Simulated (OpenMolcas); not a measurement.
## Levels of Fe IV by method

- Program: OpenMolcas
- Basis: ANO-RCC-VQZP [7s6p4d3f2g1h]
- Scalar Hamiltonian: DKH2, point nucleus
- Active space: 5 electrons in 5 orbitals (3d)
- State averaging: 2S+1 = 6 even, 1 root; 2S+1 = 4 even, 24 roots; 2S+1 = 2 even, 75 roots
- Spin-orbit coupling: RASSI with atomic mean-field integrals over the reference wave functions, term energies averaged over their components

Methods on the same reference wave functions:
A. CASSCF
B. SS-CASPT2, IPEA 0.25 Eh, imaginary shift 0.1 Eh (closed shells correlated: 3s 3p)
C. MS-CASPT2, IPEA 0.25 Eh, imaginary shift 0.1 Eh (closed shells correlated: 3s 3p)
D. XMS-CASPT2, IPEA 0.25 Eh, imaginary shift 0.1 Eh (closed shells correlated: 3s 3p)

Energies in cm⁻¹ above 3d⁵ ⁶S_5/2, the measured ground level; measured values from Corliss and Sugar, J. Phys. Chem. Ref. Data 11, 135 (1982).

| Level | A | B | C | D | Measured |
| --- | --- | --- | --- | --- | --- |
| 3d⁵ ⁶S_5/2 | 0.0 | 0.0 | 0.0 | 0.0 | 0.0 |
| 3d⁵ ⁴G_5/2 | 37633 | 33100 | 33100 | 33090 |  |
| 3d⁵ ⁴G_7/2 | 37656 | 33130 | 33130 | 33120 |  |
| 3d⁵ ⁴G_11/2 | 37662 | 33140 | 33140 | 33130 | 32246 |
| 3d⁵ ⁴G_9/2 | 37670 | 33150 | 33150 | 33140 |  |
| 3d⁵ ⁴P_5/2 | 43306 | 36550 | 36550 | 36280 | 35254 |
| 3d⁵ ⁴P_3/2 | 43374 | 36620 | 36620 | 36350 | 35333 |
| 3d⁵ ⁴P_1/2 | 43454 | 36700 | 36700 | 36430 | 35407 |
| 3d⁵ ⁴D_7/2 | 46753 | 39800 | 39800 | 39710 | 38779 |
| 3d⁵ ⁴D_1/2 | 46829 | 39890 | 39890 | 39790 | 38897 |
| 3d⁵ ⁴D_3/2 | 46891 | 39950 | 39950 | 39850 |  |
| 3d⁵ ⁴D_5/2 | 46907 | 39970 | 39970 | 39870 |  |
| 3d⁵ ²I_11/2 | 53580 | 48360 | 48360 | 48370 |  |
| 3d⁵ ²I_13/2 | 53637 | 48440 | 48440 | 48450 |  |
| 3d⁵ ²D_5/2(1) [70 %] | 60192 | 51340 | 51340 | 50990 | 49542 |
| 3d⁵ ²D_3/2(1) | 60781 | 51840 | 51840 | 51510 | 50051 |
| 3d⁵ ²F_7/2(1) | 61981 | 53380 | 53380 | 52880 | 51394 |
| 3d⁵ ²F_5/2(1) [60 %] | 62664 | 54000 | 54000 | 53600 | 52167 |
| 3d⁵ ⁴F_9/2 | 62945 | 54370 | 54370 | 54090 | 52621 |
| 3d⁵ ⁴F_7/2 | 62996 | 54420 | 54420 | 54140 | 52695 |
| 3d⁵ ⁴F_5/2 | 63157 | 54540 | 54540 | 54270 |  |
| 3d⁵ ⁴F_3/2 | 63166 | 54570 | 54570 | 54290 |  |
| 3d⁵ ²H_9/2 | 65705 | 58000 | 58000 | 57800 | 56058 |
| 3d⁵ ²H_11/2 | 65933 | 58370 | 58370 | 58120 | 56369 |

Deviations, from unrounded energies. A percentage is the sum of absolute deviations over the sum of measured energies, with the sign that they share, or ± where signs differ.

```json
{"Against measurement": "mean absolute deviation (cm-1)", "Levels": "14", "A": "9100", "B": "1500", "C": "1500", "D": "1300"}
{"Against measurement": "other terms of the ground configuration (%)", "Levels": "14", "A": "+20.1", "B": "+3.4", "C": "+3.4", "D": "+2.8"}
```

D lies closest to measurement on these levels and A furthest from it. The largest miss of D in the table is 3d⁵ ²H_11/2, by +1800 cm-1. The ranking rests on the paired levels alone, and a cruder setting can come out closer through cancelling errors.

Among B to D the level of the table that moves most is 3d⁵ ²F_7/2(1), by 500 cm-1 (lowest in D, highest in B). Moves below CASPT2's spread within the term are not significant.

The mean deviations of B to D differ by less than CASPT2's widest spread within a term (1300 cm-1), so their order carries little weight.

From A to B the spin-free energies of the other terms of 3d⁵ shown, above ⁶S, scale by factors of 0.84 to 0.90, as is usual when dynamic correlation screens the repulsion within a d or f shell.

The lowest spin-free term lies below A's lowest term by 0.450 hartree in B, 0.450 hartree in C, 0.450 hartree in D.

Term energies are means over components that CASPT2 splits; among the terms shown or strongly mixed into the levels shown the widest spread is 1300 cm-1 (3d⁵ ²H, D). Without dynamic correlation excited terms often stand tens of per cent too high (terms of higher spin than the ground term too low), and those without a measured partner can miss by more than the paired ones (holds for A). Blocks of more than 70 roots (2S+1 = 2 even) ran without multistate coupling (holds for C). The CASPT2 spread within a term exceeds the gap to the next term for 3d⁵ ²H and 3d⁵ ²G(1), so the order of their levels is uncertain, and so are names and mixing where such terms share a J (holds for D). Measured partners are found by configuration, term and J. A level has none where our copy of the source lacks it or the pairing is in doubt (some pairs that miss far off the trend of their configuration count as doubtful), and it then counts in no deviation. Only configurations of the active space appear. The table leaves out levels that lie high or whose names do not pair safely across all columns.

A share in square brackets marks a mixed level and gives the weight of the term that names it, the lowest over the columns. A number in round brackets counts repeated terms of one configuration in the order of the reference energies.
